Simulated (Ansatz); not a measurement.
Born–Oppenheimer molecular dynamics of CH7BFNSi (12 atoms, charge 0, multiplicity 1). It starts from a relaxed structure.

The calculation used RKS B3LYP-D4/STO-3G in Ansatz.

* ensemble: NVT, Langevin thermostat
* time step: 0.5 fs
* steps asked: 223
* set temperature: 500 K
* friction: 0.02 /fs
* seed: 515056

First frame:

```xyz
12
Properties=species:S:1:pos:R:3
B 0.473 1.135 0.557
Si -0.987 -0.137 0.980
F -0.887 -1.239 2.202
C -0.325 -0.924 -0.651
N 0.841 0.121 -0.732
H 1.405 1.181 1.263
H 0.142 2.168 0.116
H -2.406 0.147 0.805
H -0.944 -0.804 -1.555
H 0.110 -1.938 -0.654
H 1.774 -0.359 -0.620
H 0.881 0.594 -1.675
```

Problem. How far do the bonds stretch over the last three quarters of this one trajectory? (Pairs bonded in most of those frames.)

Solution. 
| bond | mean (Å) | spread (Å) | shortest | longest |
| --- | --- | --- | --- | --- |
| B1–Si2 | 1.968 | 0.036 | 1.90 | 2.04 |
| B1–N5 | 1.704 | 0.047 | 1.62 | 1.80 |
| B1–H6 | 1.181 | 0.048 | 1.08 | 1.26 |
| B1–H7 | 1.175 | 0.035 | 1.11 | 1.26 |
| Si2–F3 | 1.651 | 0.027 | 1.61 | 1.71 |
| Si2–C4 | 1.943 | 0.046 | 1.86 | 2.01 |
| Si2–H8 | 1.462 | 0.030 | 1.41 | 1.52 |
| C4–N5 | 1.576 | 0.047 | 1.49 | 1.67 |
| C4–H9 | 1.105 | 0.022 | 1.04 | 1.16 |
| C4–H10 | 1.109 | 0.034 | 1.03 | 1.17 |
| N5–H11 | 1.062 | 0.032 | 1.00 | 1.13 |
| N5–H12 | 1.062 | 0.046 | 0.98 | 1.15 |

Mean temperature of the second half: 481 K. A run of 0.11 ps of so small a system gives no equilibrium averages. Limits of this set-up: minimal basis.

Time of the run: 6.6 min on 1 thread of Arm Neoverse V1, on a shared host, peak memory 0.088 GiB.
